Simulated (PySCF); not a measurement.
**Vibration and rotation of NaBi**

ROHF-CCSD(T) constants of NaBi, ³Σ⁻ (triplet), unpaired electrons π ↑↑ (Na def2-SVPD, Bi def2-SVPD with ECP60; scalar-relativistic core potentials (PySCF 2.14); masses 22.9898 and 208.9804 u):

```
ωe              : 176.8 cm⁻¹
ωexe            : 0.712 cm⁻¹
Be              : 0.086851 cm⁻¹
αe              : 0.000496 cm⁻¹
D (centrifugal) : 8.38e-08 cm⁻¹
De to Na + Bi   : 0.87 eV
```

Give the vibrational terms G(v) and spacings up to v = 6.

G(v) = ωe(v+½) − ωexe(v+½)².

| v | G(v) (cm⁻¹) | G(v) − G(v−1) | Bv (cm⁻¹) |
| --- | --- | --- | --- |
| 0 | 88.2 |  | 0.08660 |
| 1 | 263.6 | 175.4 | 0.08611 |
| 2 | 437.6 | 174.0 | 0.08561 |
| 3 | 610.1 | 172.5 | 0.08511 |
| 4 | 781.2 | 171.1 | 0.08462 |
| 5 | 950.9 | 169.7 | 0.08412 |
| 6 | 1119.1 | 168.3 | 0.08363 |

How well does the Morse estimate ωe²/(4ωexe) reproduce De, and what is D0?

It gives 1.36 eV, 156 % of the computed De. D0 = De − G(0) = 0.87 − 0.01 = 0.86 eV.

Correlated steps freeze 5 core orbitals. Correlated levels converge slowly with the basis: in double zeta they bind strong bonds too weakly, by up to about 1 eV, and carry superposition errors of some tenths. Spin–orbit coupling is left out, which matters for elements this heavy, above all for dissociation energies. The state is the lowest determinant that a PBE0 search found; another state may lie lower at other levels.
